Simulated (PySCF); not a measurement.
## Worked example: entropy of an ideal gas

C4H4BF, SMILES C1=CC=CB1F.

Geometry: B3LYP-D3(BJ)/def2-SVP. The structure was generated by enumeration, and PubChem lists no compound with its InChIKey, so it may never have been made.

B3LYP-D3(BJ)/def2-SVP in PySCF 2.14.0 gives the harmonic wavenumbers 154, 370, 400, 542, 609, 703, 750, 773, 801, 930, 1008, 1008, 1061, 1069, 1111, 1315, 1331, 1431, 1607, 1646, 3166, 3178, 3218, 3220 cm⁻¹ and the rotational temperatures 0.3617, 0.1619, 0.1118 K. The molar mass is 81.88 g/mol, the symmetry number 2, the spin multiplicity 1.

**Question.** Work out the entropy at 298.15 K and 1 atm in the rigid-rotor, harmonic-oscillator model.

**Answer.** 
Translation (Sackur–Tetrode at 1 atm): S = R[1.5 ln M + 2.5 ln T − 1.16487] = 163.7 J/(mol K).
Rotation: q = (√π/σ) T^1.5/√(θA θB θC) = 56400, S = R[ln q + 3/2] = 103.4 J/(mol K).
Vibration: with u = 1.4388 ν/T, each mode gives R[u/(e^u − 1) − ln(1 − e^−u)]:
```csv
ν (cm⁻¹),modes,u,S (J/(mol K))
154,1,0.74,10.97
370,1,1.79,4.52
400,1,1.93,4.03
542,1,2.62,2.35
609,1,2.94,1.82
703,1,3.39,1.27
750,1,3.62,1.05
773,1,3.73,0.96
801,1,3.87,0.86
930,1,4.49,0.52
1008,2,4.86,0.76
1061,1,5.12,0.31
1069,1,5.16,0.30
1111,1,5.36,0.25
1315,1,6.35,0.11
1331,1,6.42,0.10
1431,1,6.91,0.07
1607,1,7.75,0.03
1646,1,7.94,0.03
```
The stiffer modes add less than 0.005 each. Sum 30.3 J/(mol K).
Spin: R ln 1 = 0.0 J/(mol K).
Total 297.4 J/(mol K); the program's own thermochemistry gives 297.4. Translation makes up 55 % and vibration 10 %. Anharmonicity, hindered rotation and orbital degeneracy are left out.
